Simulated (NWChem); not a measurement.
**CClF in NWChem**

```xyz
3

F      0.2527    -1.4738     0.0000
C     -0.6854    -0.5857     0.0000
Cl     0.1081     0.9870     0.0000
```
Charge 0, spin multiplicity 1.

Program: NWChem. Structure: optimised with B3LYP/def2-SVP, a minimum by its harmonic frequencies.

Symmetry labels belong to the abelian group Cs used in the runs, with the axes of the coordinates shown.

The structure started from a generated list of species.

Question: List the lowest 6 singlet excitations that TD-BHandHLYP/aug-cc-pVDZ gives, with oscillator strengths.

Answer: 
```tsv
state	symmetry	energy (eV)	wavelength (nm)	f
1	a"	3.38	366	0.008
2	a"	5.84	212	0.000
3	a'	6.60	188	0.002
4	a'	7.78	159	0.294
5	a'	8.38	148	0.029
6	a'	8.80	141	0.018
```
